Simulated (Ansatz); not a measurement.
The same path of ClGaH2 + FH (6 atoms, charge 0, multiplicity 1) was run twice with different band settings. Lost on the way: Ga1–H2, F5–H6. Made: H2–H6.

These are results of Ansatz 0.2.0, RKS revPBE/def2-SVP, not measurements.

Relaxed end points:

```xyz
6
Properties=species:S:1:pos:R:3
Ga 0.215 0.193 0.242
H 0.135 1.138 1.492
H 1.324 -0.082 -0.834
Cl -1.842 -0.489 -0.452
F 0.031 -1.823 1.205
H -0.838 -1.825 0.764
```

```xyz
6
Properties=species:S:1:pos:R:3
Ga -0.009 -0.772 -0.610
H -0.189 0.574 2.469
H 1.277 0.034 -0.967
Cl -1.980 -0.398 -1.413
F 0.058 -2.139 0.519
H -0.130 -0.187 2.419
```

Common settings: spring 5.0 eV/Å²; optimiser quadratic models (default); start path through a guess of the saddle point; force threshold 0.05 eV/Å; iteration limit 60; end points relaxed.

| run | movable images | climbing image |
| --- | --- | --- |
| 1 | 5 | yes |
| 2 | 6 | no |

Problem. What does each run give, and how far can it be trusted?

Solution. Run 1: converged after 12 iterations, highest image 0.605 eV above the first end. A vibrational analysis at the climbing image gives one clearly imaginary mode, 861i cm⁻¹: a first-order saddle point.
Run 2: converged after 12 iterations, highest image 0.569 eV above the first end. No image climbed, so the highest image needn't sit at the top of the path.
The orbitals stay closed-shell, which can raise the energy where a bond breaks towards radicals; this wasn't checked here.
